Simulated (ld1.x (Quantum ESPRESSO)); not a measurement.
**What one change does to a pseudopotential (Se (Z = 34), ultrasoft)**

```
Element                 : Se (Z = 34)
Generator               : ld1.x (Quantum ESPRESSO) 7.5
Type                    : ultrasoft
Functional              : PBE
Relativity              : scalar-relativistic
Frozen core             : [Ar] 3d10
Valence charge          : 6
Reference configuration : 4s2 4p4
Partial waves           : 4s (bound): rcut 1.40, rcutus 1.60 bohr; 4s channel at 0.2 Ry: rcut 1.40, rcutus 1.60 bohr; 4p (bound): rcut 1.60, rcutus 1.75 bohr; 4p channel at 2.7 Ry: rcut 1.60, rcutus 1.75 bohr
Local potential         : all-electron potential smoothed inside 1.55 bohr (lloc = -1)
Core correction         : a·sin(br)/r model core inside 0.95 bohr
Augmentation charge     : PSQ, radius 1.15 bohr
```

All-electron outer shells of the reference configuration (PBE, scalar-relativistic, ld1.x):

```csv
shell,level (eV),outermost node (bohr),outermost maximum (bohr)
3p,-152.98,0.21,0.50
3d,-53.12,–,0.45
4s,-17.29,0.70,1.51
4p,-6.51,0.74,1.82
```

Change: all radii but the core radius scaled by about 1.22 (s 1.96, p 2.14 bohr, rcut 1.72/1.96); local potential all-electron potential smoothed inside 1.90 bohr (lloc = -1); augmentation PSQ, radius 1.40 bohr.

Cutoffs: the cutoffs (Ry, on a coarse ladder) from which the occupation-weighted sum of valence levels, in a spherical-Bessel basis at the reference potential, stays within 10 and 1 mRy of its value at 400 Ry; they do not see the model core or the augmentation charge, which bear on the density cutoff. Errors are all-electron minus pseudo energies relative to the spin-unpolarised reference configuration.

What does the change do?

The potential gets softer (12 Ry and 30 Ry → 12 Ry and 18 Ry); of the 7 tests that both files solve, the error grows in 0 and shrinks in 3 by more than 15 % and 0.3 meV (median size 18.3 → 15.1 meV); neither file shows a bound ghost. A larger radius leaves more room for a smooth pseudo-wave, so fewer plane waves are needed. That the errors move this way runs against the usual rule that smaller radii transfer better.

| quantity | base | changed |
| --- | --- | --- |
| cutoff, loose | 12 Ry | 12 Ry |
| cutoff, tight | 30 Ry | 18 Ry |
| loose cutoff by channel (10 mRy a level) | s 10 Ry, p 8 Ry | s 6 Ry, p 10 Ry |
| bound ghosts | none | none |
| error for 4s2 4p3, meV [ΔE 10.84 eV] | -4.3 | -3.7 |
| error for 4s2 4p2, meV [ΔE 31.19 eV] | -27 | -22 |
| error for 4s2 4p1, meV [ΔE 62.06 eV] | -99 | -78 |
| error for 4s0 4p6, meV [ΔE 21.96 eV] | -24 | -21 |
| error for 4s1 4p5, meV [ΔE 10.88 eV] | -6.5 | -5.6 |
| error for 4s2 4p3.5, meV [ΔE 4.31 eV] | -1.1 | -1.0 |
| error for 4s1 4p4, meV [ΔE 22.38 eV] | -18 | -15 |
| lowest overlap eigenvalue by channel | s 0.39, p 0.60 | s 0.37, p 0.58 |
